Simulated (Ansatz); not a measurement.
`C/N=C\[Se][AlH2]` + `NB(O)F` → `OB(F)[NH][AlH2]` + `C/N=C/[SeH]`  (ligand exchange at the Al–Se bond)

Program: Ansatz. Geometries: PBE0-D4/def2-TZVP. ΔE: electronic, gas phase. CBS: MP2 limit from def2 TZ/QZ plus the TZ coupled-cluster correction, frozen cores. Double bonds are as drawn, so ΔE can hold a change between cis and trans. Functionals use def2-TZVPP. B3LYP here is the variant with VWN-RPA as its local correlation; programs differ in this. For Se outer-core shells are correlated without core-valence functions, which leaves a few kJ/mol of doubt a bond. Scalar relativity is left out up to krypton. Each species was taken in one conformer, which may not be the lowest.

Question: Is it downhill or uphill in electronic energy at CCSD(T)/CBS, and by how much? (An estimate is asked.)

Answer: Ansatz gave: Uphill: ΔE = +20.9 kJ/mol.

Question: What do these levels give: PBE0-D4, ωB97M-V, B2PLYP, PBE, B3LYP, SCS-MP2/def2-TZVPP? (Estimate.)

Answer: Computed: PBE0-D4 25.1, ωB97M-V 13.9, B2PLYP 12.5, PBE 22.6, B3LYP 10.2, SCS-MP2/def2-TZVPP 11.4 kJ/mol.

Largest T1 diagnostic among the species: 0.013.

In def2-TZVPP, CCSD(T) changes the Hartree–Fock value by +9.5 kJ/mol (the triples alone add +3.4 kJ/mol) and MP2 by +12.6 kJ/mol. The D4 term adds +6.3 kJ/mol with B3LYP and +3.5 kJ/mol with PBE0; it sums over pairs of atoms, weighted by their polarisabilities, and B3LYP, whose exchange is more repulsive, gets the larger term.
